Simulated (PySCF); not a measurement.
hydrogen iodide (HI), singlet, at a GFN2-xTB geometry (core potentials on I); DF-R2SCAN/def2-SVP run with PySCF.

PySCF was given this input:
```python
from pyscf import gto, scf, dft

mol = gto.M(
    atom='''
I    -0.00000000   -0.00000000   -0.02909860
H     0.00000000    0.00000000    1.54222583
''',
    basis='def2-svp',
    ecp={'I': 'def2-svp'},
    verbose=5,
)

mf = dft.RKS(mol)
mf.xc = 'r2scan'
mf = mf.density_fit(auxbasis='def2-universal-jkfit')
mf.kernel()
mf.analyze()
```

Problem. Write the output that PySCF gives for this input, abridged.

Solution. 
```
PySCF version 2.14.0

[INPUT] verbose = 5
[INPUT] max_memory = 4000
[INPUT] num. atoms = 2
[INPUT] num. electrons = 26
[INPUT] charge = 0
[INPUT] spin (= nelec alpha-beta = 2S) = 0
[INPUT] symmetry False subgroup None
[INPUT] Mole.unit = angstrom
[INPUT] Symbol           X                Y                Z      unit          X                Y                Z       unit  Magmom
[...]
[INPUT] ---------------- BASIS SET ----------------
[INPUT] l, kappa, [nprim/nctr], expnt,             c_1 c_2 ...
[INPUT] H
[...]
                                1.9622572         0.13796524
                                0.44453796        0.47831935
[...]
[INPUT] I
[...]
                                23.336842412      -0.14989397324
                                19.583446104      0.36436474913
                                8.5112089186      -0.75538138199
                                2.1996161861      0.82816359356
                                1.0668970454      0.4216104811
[...]
                                1.7625986449      0.35271525193
[...]
                                10.558754576      -0.3837037278
                                1.5015895485      0.83554174719
                                0.64597173095     0.16787259488
[...]
                                15.616239482      -0.0050768108881
                                4.5266002139      0.29151065356
                                2.0529808766      0.51145783605
                                0.87640281623     0.31232025297
[...]
nuclear repulsion = 8.41928631695747
number of shells = 13
number of NR pGTOs = 68
number of NR cGTOs = 31
basis = def2-svp
ecp = {'I': 'def2-svp'}

******** <class 'pyscf.df.df_jk.DFRKS'> ********
method = DFRKS
initial guess = minao
damping factor = 0
level_shift factor = 0
DIIS = <class 'pyscf.scf.diis.CDIIS'>
diis_start_cycle = 1
diis_space = 8
diis_damp = 0
SCF conv_tol = 1e-09
SCF conv_tol_grad = None
SCF max_cycles = 50
direct_scf = False
XC library pyscf.dft.libxc version 7.1.2
    S. Lehtola, C. Steigemann, M. J. T. Oliveira, and M. A. L. Marques,  SoftwareX 7, 1–5 (2018)
XC functionals = r2scan
    J. W. Furness, A. D. Kaplan, J. Ning, J. P. Perdew, and J. Sun,  J. Phys. Chem. Lett. 11, 8208–8215 (2020)
    J. W. Furness, A. D. Kaplan, J. Ning, J. P. Perdew, and J. Sun,  J. Phys. Chem. Lett. 11, 9248–9248 (2020)
    J. W. Furness, A. D. Kaplan, J. Ning, J. P. Perdew, and J. Sun,  J. Phys. Chem. Lett. 11, 8208–8215 (2020)
[...]
converged SCF energy = -298.408304902098
Total Energy =                        -298.408304902098280
[...]
0 I 4pz          0.01659  -0.00000  -0.66671   0.57009   0.00000
0 I 5px         -0.00000  -0.00091  -0.00000  -0.00000   0.12978
0 I 5py          0.00330  -0.00000   0.28304   0.33100   0.00000
0 I 5pz         -0.00820  -0.00000   0.33100  -0.28304  -0.00000
0 I 6px         -0.00000  -0.17094  -0.00000  -0.00000   0.05519
0 I 6py          0.03036  -0.00000  -0.08817  -0.10311  -0.00000
0 I 6pz          0.07551   0.00000   0.10311  -0.08817  -0.00000
0 I 7px         -0.00000   0.22585   0.00000   0.00000  -0.01828
0 I 7py          0.01031   0.00000   0.09696   0.11339   0.00000
0 I 7pz         -0.02564  -0.00000   0.11339  -0.09696  -0.00000
0 I 4dxy         0.03214   0.00000  -0.00012   0.00011  -0.00000
0 I 4dyz         0.00000  -0.00213  -0.00000  -0.00000  -0.00024
0 I 4dz^2       -0.01292   0.00000  -0.00011  -0.00012  -0.00000
0 I 4dxz        -0.00000   0.00000   0.00000   0.00000  -0.00000
0 I 4dx2-y2     -0.00000   0.00000   0.00000  -0.00000   0.00000
0 I 5dxy        -0.26247  -0.00000  -0.00237   0.00203   0.00000
0 I 5dyz         0.00000  -0.36726  -0.00000  -0.00000   0.05679
0 I 5dz^2        0.10554   0.00000  -0.00203  -0.00237  -0.00000
0 I 5dxz         0.00000  -0.00000  -0.00000  -0.00000  -0.00000
0 I 5dx2-y2     -0.00000   0.00000  -0.00000  -0.00000  -0.00000
1 H 1s          -0.00000   0.00740  -0.00000  -0.00000   0.00989
1 H 2s           0.00000  -0.10257   0.00000   0.00000  -0.07757
1 H 2px         -0.35607  -0.00000   0.00799   0.00935   0.00000
1 H 2py          0.88555   0.00000   0.00935  -0.00799  -0.00000
1 H 2pz         -0.00000   0.86941   0.00000   0.00000  -0.12075
               #31
0 I 4s           0.32744
0 I 5s           0.11323
0 I 6s           0.44098
0 I 7s           0.82114
0 I 4px         -0.00350
0 I 4py         -0.00000
0 I 4pz         -0.00000
0 I 5px          0.00046
0 I 5py          0.00000
0 I 5pz          0.00000
0 I 6px          0.03561
0 I 6py          0.00000
0 I 6pz         -0.00000
0 I 7px          0.05046
0 I 7py         -0.00000
0 I 7pz         -0.00000
0 I 4dxy         0.00000
0 I 4dyz        -0.00007
0 I 4dz^2       -0.00000
0 I 4dxz         0.00000
0 I 4dx2-y2     -0.00000
0 I 5dxy        -0.00000
0 I 5dyz        -0.01179
0 I 5dz^2        0.00000
0 I 5dxz         0.00000
0 I 5dx2-y2      0.00000
1 H 1s          -0.01649
1 H 2s          -0.08234
1 H 2px         -0.00000
1 H 2py          0.00000
1 H 2pz         -0.01409
Dipole moment(X, Y, Z, Debye): -0.00000, -0.00000,  0.69327
```
